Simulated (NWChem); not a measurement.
System: tetramethylsilane (C₄H₁₂Si); SMILES C[Si](C)(C)C

Here is an NWChem input.

```
start job
memory heap 200 mb stack 700 mb global 900 mb
geometry units angstroms noautosym nocenter noautoz
  C     -0.998897    -1.069042    -1.206892
  Si    -0.000257     0.000190    -0.000155
  C     -1.179673     0.839012     1.225365
  C      1.224228    -1.093636     0.949203
  C      0.952873     1.323764    -0.967828
  H     -1.564358    -1.846383    -0.678172
  H     -0.346016    -1.571336    -1.931365
  H     -1.718706    -0.466210    -1.774293
  H     -0.634248     1.467661     1.940054
  H     -1.747652     0.099388     1.803123
  H     -1.904079     1.480305     0.708184
  H      0.704460    -1.872696     1.520569
  H      1.923689    -1.595048     0.268896
  H      1.819021    -0.505647     1.659072
  H      1.645439     0.871843    -1.688682
  H      0.272407     1.976148    -1.528931
  H      1.543436     1.961265    -0.298312
end
basis spherical bse
  * library x2c-svpall-s
end
relativistic
  zora on
  zora:cutoff 1d-30
end
dft
  xc xpbe96 cpbe96
  grid fine
  iterations 150
  semidirect filesize 400000000
end
property
  shielding 3 1 2 6
end
task dft property
```

Geometry: optimised at B3LYP/6-31G* (spherical d). No frequency run checked for a minimum.

GIAO values for the isolated, static molecule; σ is the absolute isotropic shielding.

Atoms are numbered as in the input.

Q: Predict the main results of this run. (PBE/x2c-SVPall-s, scalar ZORA without spin-orbit coupling, GIAO.) Quantities: σ C1 (ppm); σ Si2 (ppm); σ H6 (ppm).

A: 
```
Quantity     Value
-----------  -----
σ C1 (ppm)   181.0
σ Si2 (ppm)  326.3
σ H6 (ppm)   31.32
```
